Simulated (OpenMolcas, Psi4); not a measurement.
AlSnSiH7 (SMILES [SiH3][AlH][SnH3]): methods side by side

AlSnSiH7 has 10 atoms, charge 0, and is taken as a singlet. SMILES: `[SiH3][AlH][SnH3]`. The coordinates come from a PBE0-D4/def2-TZVP relaxation.

Each level gives the dipole moment (D). The values are calculated.

```
                                               level           kind     program  value (D)  CPU time
                     SVWN5/def2-SVP (core potential)            LDA  OpenMolcas       0.58      20 s
                    revPBE/def2-SVP (core potential)            GGA  OpenMolcas       0.60      26 s
                      TPSS/def2-SVP (core potential)       meta-GGA  OpenMolcas       0.66      34 s
r2SCAN-D4/def2-SVP (density fitting, core potential)       meta-GGA        Psi4       0.62      16 s
                    r2SCAN/def2-SVP (core potential)       meta-GGA  OpenMolcas       0.62      34 s
                     B3LYP/def2-SVP (core potential)  global hybrid  OpenMolcas       0.72      25 s
                     BHLYP/def2-SVP (core potential)  global hybrid  OpenMolcas       0.77      23 s
                      PBE0/def2-SVP (core potential)  global hybrid  OpenMolcas       0.64      25 s
```

The values span 0.58 to 0.77 D. Magnitudes only. CPU times are rough (shared hosts, several kinds of processor): they show what a rung costs within a factor of a few.
